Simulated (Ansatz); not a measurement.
Basis-set series for C2HAlF2, SMILES `C#[C][Al]([F])[F]`. Charge 0, multiplicity 1. The structure was optimised at the PBE0-D4/def2-TZVP level.

```tsv
functional	basis	functions	energy (Eh)	HOMO (eV)	LUMO (eV)
PBE0-D4	def2-TZVPP	180	-518.75829	-8.83	-1.32
PBE0-D4	def2-QZVPP	328	-518.78229	-8.85	-1.36
ωB97M-V	def2-TZVPP	180	-519.07737	-11.10	0.48
ωB97M-V	def2-QZVPP	328	-519.09947	-11.12	0.34
```

(1) Give the rows for def2-SVP. (Estimate.)

## Answers

(1) Computed: 
```
functional     basis  functions  energy (Eh)  HOMO (eV)  LUMO (eV)
   PBE0-D4  def2-SVP         79   -518.32860      -8.75      -1.19
   ωB97M-V  def2-SVP         79   -518.64045     -11.01       0.72
```

Positive LUMOs are unbound and depend on the basis.
